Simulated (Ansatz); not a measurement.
Input file for Ansatz (a quantum-chemistry and plane-wave program): R-r2SCAN/def2-TZVPPD on HF (SMILES F) with ghost functions. Files ending in .json are basis or fitting sets from the Basis Set Exchange.

Ansatz 0.2 input:
```yaml
crystal:
  periodic: [false, false, false]
  atoms:
    - {symbol: F, position_ang: [0.54772149, -0.26638405, 0.36994511]}
    - {symbol: H, position_ang: [-0.02770234, -0.29930729, 1.12956725]}
basis:
  gaussian:
    orbitals: def2-TZVPPD.json
    ghost_atoms:
      - {symbol: C, position_ang: [1.32205285, 0.03523520, 3.55423161]}
      - {symbol: C, position_ang: [-0.16223396, -0.20764329, 3.58148495]}
      - {symbol: C, position_ang: [-0.82635908, -0.27888868, 4.92879207]}
      - {symbol: O, position_ang: [-0.81643866, -0.34044051, 2.56160588]}
      - {symbol: H, position_ang: [1.51328303, 1.06491129, 3.87049560]}
      - {symbol: H, position_ang: [1.82853027, -0.61427106, 4.27081786]}
      - {symbol: H, position_ang: [1.72399510, -0.11125222, 2.55482226]}
      - {symbol: H, position_ang: [-1.90771621, -0.29613753, 4.81907129]}
      - {symbol: H, position_ang: [-0.49882410, -1.18866209, 5.43979821]}
      - {symbol: H, position_ang: [-0.52008286, 0.56238565, 5.55387987]}
hamiltonian:
  xc: {name: r2SCAN}
scf: {lower_state_search: off}
```

Output:

```
WARN ansatz: RAYON_NUM_THREADS=2 ignored (pool sized by the plan → 2); use --threads N
Functional definition: r2SCAN
these checks for a lower state are left out or cut short: stability, starts, cluster_reference, orbital_swaps, neighbouring_geometries, increment
integrals: 0.23 GiB planned
1218 factors; their error is unknown
mean field: 1.88 GiB planned
mean field evaluation 1: about -2731.8079 eV, gradient 3.3e1 eV
mean field evaluation 2: about -2728.3311 eV, gradient 6.1e1 eV
mean field evaluation 4: about -2733.3245 eV, gradient 3.9e-1 eV
mean field evaluation 8: about -2733.3239 eV, gradient 1.5e-3 eV
mean field -2733.32389465 eV, -100.4478004148 hartree, gradient 5.1e-7 eV, S^2 0.000000; 0 other end points of the search recorded, 0 dependent functions left out
reference -2733.32390683 eV, -100.4478008626 hartree; 5, 5 occupied and 305, 305 virtual orbitals, 1218 factors
Total energy: -2733.32390683 eV, -100.4478008626 hartree
Checks for a lower state left out: stability, starts, cluster_reference, orbital_swaps, neighbouring_geometries, increment
```

Self-consistency was reached.

Cost: around 4 core-seconds (rough).
